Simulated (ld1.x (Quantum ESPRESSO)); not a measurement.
Which change was made? (H, TM)

- Element: hydrogen (H)
- Generator: ld1.x (Quantum ESPRESSO) 7.5
- Type: norm-conserving Troullier–Martins (Kleinman–Bylander form)
- Functional: PBEsol
- Relativity: scalar-relativistic
- Frozen core: none
- Valence charge: 1
- Reference configuration: 1s1
- Partial waves: 2p channel at -0.1 Ry: rc 1.00 bohr; 1s (bound): rc 1.15 bohr
- Local potential: the s channel
- Core correction: none

Cutoffs, loose and tight: the cutoffs (Ry, on a coarse ladder) from which the occupation-weighted sum of valence levels, in a spherical-Bessel basis at the reference potential, stays within 10 and 1 mRy of its value at 400 Ry. They do not see the model core or the augmentation charge, which bear on the density cutoff. Test errors are all-electron minus pseudo excitation energies from the reference, over the configurations 1s0.5; variants that change the core or the reference have their own tests.

The base gives: outcome: generated; cutoff, loose: 21 Ry; cutoff, tight: 40 Ry; bound ghosts: none.

After one change the result is: outcome: generated; cutoff, loose: 30 Ry; cutoff, tight: 60 Ry; bound ghosts: none. Which change was it?
A. wave 1s (bound): rc 1.15 bohr becomes 1s (bound): rc 0.80 bohr
B. wave 1s (bound): rc 1.15 bohr becomes 1s (bound): rc 1.70 bohr
C. wave 1s (bound): rc 1.15 bohr becomes 1s (bound): rc 1.02 bohr
D. wave 1s (bound): rc 1.15 bohr becomes 1s (bound): rc 1.54 bohr

A. The others give: wave 1s (bound): rc 1.15 bohr becomes 1s (bound): rc 1.54 bohr → outcome: generated; cutoff, loose: 18 Ry; cutoff, tight: 30 Ry; bound ghosts: none | wave 1s (bound): rc 1.15 bohr becomes 1s (bound): rc 1.02 bohr → outcome: generated; cutoff, loose: 25 Ry; cutoff, tight: 45 Ry; bound ghosts: none | wave 1s (bound): rc 1.15 bohr becomes 1s (bound): rc 1.70 bohr → outcome: generated; cutoff, loose: 15 Ry; cutoff, tight: 21 Ry; bound ghosts: none.
